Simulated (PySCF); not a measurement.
Low-lying terms of Tc⁷⁺ (technetium, charge +7)

Ground state [Kr], ¹S. Calculation: PySCF 2.14, in def2-TZVPPD with one added diffuse shell each of s, p, d, f type with the def2 core potential (28 electrons) (7s5p4d3f1g, 72 functions); scalar relativity through the core potential. Vertical excitation energies in eV without spin-orbit coupling; excited terms of each kind are numbered among those the solver found. Frozen: nothing.

```
 term  leading excitation  EOM-EE-CCSD
1 3P°              4p → d       43.638
1 3F°              4p → d       45.208
1 1D°              4p → d       47.559
1 3D°              4p → d       47.814
1 1F°              4p → d       48.236
1 1P°              4p → d       59.912
 1 3D              4s → d       75.940
 1 1D              4s → d       78.468
 1 3S              4p → p       82.707
 2 3D              4p → p       84.156
 2 1D              4p → p       84.615
```

The spin-orbit splitting of the hole, absent here, rivals or exceeds the spacing of these terms, so the LS terms are model states.

The solver can miss terms.
